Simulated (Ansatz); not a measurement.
C5H13AlO, triplet, geometry from GFN2-xTB (such geometries of metal compounds can be far from the true shape) (a higher spin typed on purpose: for a closed-shell molecule this is an excited state), with bond 18-13 at 2.4 times its length; CASSCF(4,6)/STO-3G (Ansatz, a quantum-chemistry and plane-wave program).

The Ansatz input:
Ansatz 0.2 input:
```yaml
crystal:
  periodic: [false, false, false]
  atoms:
    - {symbol: Al, position_ang: [0.75310723, 0.17810681, 1.26761407]}
    - {symbol: C, position_ang: [-1.04351137, -0.27391520, 2.42718276]}
    - {symbol: H, position_ang: [-0.99353925, -1.35779872, 2.44976511]}
    - {symbol: H, position_ang: [-1.96094622, 0.05545681, 1.95326163]}
    - {symbol: H, position_ang: [-0.93795927, 0.13942104, 3.42184705]}
    - {symbol: C, position_ang: [-0.04766445, 2.20229002, 1.46736082]}
    - {symbol: H, position_ang: [0.67181237, 2.75546765, 0.87226779]}
    - {symbol: H, position_ang: [-0.00679405, 2.50543805, 2.50542072]}
    - {symbol: H, position_ang: [-1.04530668, 2.31198994, 1.05804097]}
    - {symbol: O, position_ang: [0.60547687, -0.36473716, -0.29883170]}
    - {symbol: C, position_ang: [0.37120604, -0.77262488, -1.61122145]}
    - {symbol: C, position_ang: [0.11733272, 0.44339248, -2.50126285]}
    - {symbol: C, position_ang: [-0.81326838, -1.73707078, -1.65757033]}
    - {symbol: H, position_ang: [1.27038245, -1.29608604, -1.97230334]}
    - {symbol: H, position_ang: [-0.77183118, 0.96716640, -2.15715941]}
    - {symbol: H, position_ang: [-0.02359654, 0.13547963, -3.53440900]}
    - {symbol: H, position_ang: [0.96365936, 1.12405727, -2.44449522]}
    - {symbol: H, position_ang: [-0.35042881, -3.77975784, -0.09997609]}
    - {symbol: H, position_ang: [-1.70944540, -1.23012442, -1.30653142]}
    - {symbol: H, position_ang: [-0.97479363, -2.09219858, -2.67239489]}
basis:
  gaussian:
    orbitals: STO-3G
hamiltonian:
  xc: hf
correlation: {active_space: {window: {electrons: 4, orbitals: 6}}}
magnetization: {spin_polarized: false, initial_magnetization: 2}
```

What the program printed (banner, timings and long lists left out):

```
Functional definition: HF
700 factors; integrals over basis functions are off by at most 5.0e-5 eV
mean field evaluation 1: about -13788.0917 eV, gradient 3.1e1 eV
mean field evaluation 2: about -13788.4303 eV, gradient 3.1e1 eV
mean field evaluation 4: about -13800.8289 eV, gradient 9.7e0 eV
mean field evaluation 8: about -13801.3050 eV, gradient 5.2e-1 eV
mean field evaluation 16: about -13801.3080 eV, gradient 2.3e-6 eV
mean field evaluation 32: about -13794.3136 eV, gradient 4.6e0 eV
mean field -13801.30796594 eV, -507.1887128858 hartree, gradient 2.3e-6 eV, S^2 2.000000; 4 other end points of the search recorded, 0 dependent functions left out
reference -13801.30796594 eV, -507.1887128858 hartree; 33, 31 occupied and 19, 21 virtual orbitals, 700 factors
state -13802.00791170 eV, -507.2144354179 hartree
Total energy: -13802.00791170 eV, -507.2144354179 hartree
```
